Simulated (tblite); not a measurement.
Compound: C9H14O.
Cartesian coordinates in Å at the GFN2-xTB level; atoms count from 1:
```xyz
24
C9H14O angstrom
C      0.276    1.507    1.511
C     -0.037    0.538    0.368
C      1.186    0.421   -0.535
C      2.396   -0.352   -0.107
C      1.549   -0.854   -1.237
C     -1.276    0.952   -0.441
C     -1.881   -0.365   -0.927
C     -1.678   -1.308    0.254
C     -0.408   -0.833    0.926
O      0.197   -1.428    1.779
H      0.520    2.490    1.115
H     -0.579    1.599    2.178
H      1.122    1.139    2.086
H      1.373    1.341   -1.080
H      3.371    0.055   -0.328
H      2.346   -0.888    0.828
H      0.950   -1.733   -1.057
H      1.937   -0.794   -2.243
H     -1.984    1.466    0.212
H     -1.025    1.620   -1.264
H     -2.930   -0.262   -1.203
H     -1.333   -0.728   -1.797
H     -1.619   -2.362   -0.015
H     -2.485   -1.200    0.984
```

Calculated harmonic vibrations of the isolated species, GFN2-xTB (tblite), most abundant isotopes, no scaling. Errors from tens to a few hundred cm⁻¹ against measured bands are possible. One conformer, not necessarily the lowest.

Harmonic wavenumbers (cm⁻¹): 78.9, 92.6, 157.5, 176.9, 187.5, 223.2, 259.0, 329.0, 380.8, 405.1, 493.7, 536.3, 589.1, 621.1, 692.1, 802.9, 828.7, 845.1, 861.0, 908.3, 941.0, 992.4, 996.9, 1015.6, 1027.0, 1047.6, 1053.1, 1076.0, 1079.2, 1083.1, 1092.2, 1109.4, 1154.2, 1158.8, 1191.6, 1197.1, 1199.0, 1242.6, 1269.4, 1281.9, 1314.6, 1319.2, 1378.3, 1404.0, 1438.7, 1440.7, 1484.5, 1488.4, 1492.3, 1494.1, 1498.9, 1790.9, 2960.6, 2975.2, 2998.7, 3005.2, 3008.1, 3013.5, 3017.8, 3027.6, 3032.2, 3050.6, 3082.8, 3089.1, 3097.6, 3113.3.

A = 1757, B = 1247, C = 1229 MHz; mass 138.104 u (most abundant isotopes); point group C1, symmetry number 1.

Task: Zero-point energy?

Result: ½Σν̃ = 45847 cm⁻¹ = 548.45 kJ/mol.

Task: What is S at 200 K and 1 bar for an ideal gas of classical rigid rotors and harmonic oscillators?

Result: Translation 162.02, rotation 117.06, vibration 67.07: S = 346.1 J/(mol K).

Task: And Cp and H(200 K) − H(0)?

Result: Cp = 117.94 J/(mol K), of which vibrations give 84.68 (their classical limit is 66 R = 548.8); H(200 K) − H(0) = 14.59 kJ/mol without the zero-point energy, 7.94 from vibrations.

Task: Blend soft modes into free rotors: weight 1/[1 + (100 cm⁻¹/ν̃)⁴] for the oscillator and the rest for a rotor with moment μB/(μ + B), μ = h/(8π²ν), B = 10⁻⁴⁴ kg m². What vibrational entropy results?

Result: 65.47 J/(mol K) in place of 67.07, which changes −T·S at 200 K by +0.32 kJ/mol.

Task: Which modes carry the vibrational entropy at 200 K?

Result: 78.9 cm⁻¹: 13.13; 92.6 cm⁻¹: 11.84; 157.5 cm⁻¹: 7.71; 176.9 cm⁻¹: 6.85; 187.5 cm⁻¹: 6.43; 223.2 cm⁻¹: 5.22 J/(mol K); the other 60 give 15.89 together.

Hindered rotation and anharmonicity are outside this model. Other conformers, if any are populated, would add a mixing term that is left out. The structure is chiral; the term R ln 2 for an equal mix with its mirror image is left out.
